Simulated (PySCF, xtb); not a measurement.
C4H2F2O2, SMILES FC1=C(F)OCC1=O.

GFN2-xTB (xtb) at its own geometry gives an orbital gap of 3.40 eV and a dipole moment of 3.51 D.

The structure is a stationary point at B3LYP-D3(BJ)/def2-SVP. The structure was generated by enumeration, and PubChem lists no compound with its InChIKey, so it may never have been made. One conformer was computed; it need not be the lowest.

Q: What does PBE/def2-TZVP (PySCF) give? (An estimate is asked for; the answer gives what the named calculation found.)

A: gap 3.73 eV (levels -6.14 and -2.42 eV), dipole 2.94 D.
